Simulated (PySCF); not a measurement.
# Nonlinear optical response: SMILES C1(C=C)=COBO1, C$_{4}$H$_{5}$BO$_{2}$

Cartesian coordinates in Å; atom numbers follow the order of the lines, from 1:
```xyz
12

C    -2.109   -0.416    0.724
C    -1.338    0.291   -0.095
C     0.099    0.172   -0.146
C     1.003    0.818   -0.917
O     2.252    0.386   -0.623
B     2.096   -0.557    0.363
O     0.772   -0.697    0.665
H    -1.683   -1.130    1.407
H    -3.179   -0.302    0.735
H    -1.754    1.011   -0.785
H     0.885    1.569   -1.673
H     2.957   -1.146    0.864
```

Computed, not measured: PySCF 2.14.0, quadratic response B3LYP/def2-SVPD first hyperpolarisability, Taylor convention, gas phase. Geometry: GFN2-xTB.

Task: Give β for the processes computed.

Result: In au, Taylor convention; the vector part is βᵢ = ⅓ Σⱼ (βᵢⱼⱼ + βⱼᵢⱼ + βⱼⱼᵢ); β∥ is 3/5 of the vector part along the dipole, the dipole points from − to +:
| process | λ (nm) | β vector norm | β∥ | β HRS | depolarisation ratio |
| --- | --- | --- | --- | --- | --- |
| static β(0;0,0) | ∞ | 252.2 | -31.3 | 126.8 | 3.14 |
| second harmonic β(−2ω;ω,ω) | 1907 | 277.0 | -33.8 | 138.7 | 3.16 |
| Pockels β(−ω;ω,0) | 1907 | 260.1 | -32.1 | – | – |
| second harmonic β(−2ω;ω,ω) | 1064 | 347.0 | -41.0 | 172.3 | 3.21 |
| Pockels β(−ω;ω,0) | 1064 | 278.9 | -34.0 | – | – |

Task: Which lowest excitations, dipole and polarisabilities go with it?

Result: S1 5.27 eV (f = 0.491); S2 5.83 eV (f = 0.002); S3 5.84 eV (f = 0.102); dipole 1.40 D; isotropic α 70.1 au static, 70.4 au at 1907 nm, 71.2 au at 1064 nm, 71.5 au at 953.5 nm, 75.2 au at 532 nm.
